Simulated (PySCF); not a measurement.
# Electronic structure of Hf(2+) (hafnium, charge +2) at the UHF level

Configuration: [Xe] 4f14 5d2, high-spin 3F determinant. All numbers are calculated (PySCF 2.14, a scalar-relativistic core potential, in def2-TZVPPD with the def2 core potential (60 electrons) (6s5p3d2f1g, 59 functions)).

| Property | Result |
| --- | --- |
| Total energy | -46.676775 hartree |
| One-electron energy | -72.4901 hartree |
| Hartree (Coulomb) energy | 30.9216 hartree |
| Exchange energy | -5.1083 hartree |
| ⟨S²⟩ | 2.0040 |
| ⟨L²⟩ | 12.048 |
| Sum of ⟨r⟩ | 14.89 bohr |
| Sum of ⟨r²⟩ | 26.17 bohr² |

```csv
shell,electrons,mean orbital energy (hartree),"rms radius, mean of both spins (bohr)"
5s α,1,-3.42958,1.24
5s β,1,-3.36289,1.24
5p α,3,-2.12940,1.46
5p β,3,-2.02316,1.46
5d α,2,-0.80667,2.27
```

Energies and moments cover only the electrons outside the core potential. Spin-orbit coupling, absent here, splits the open shell strongly.
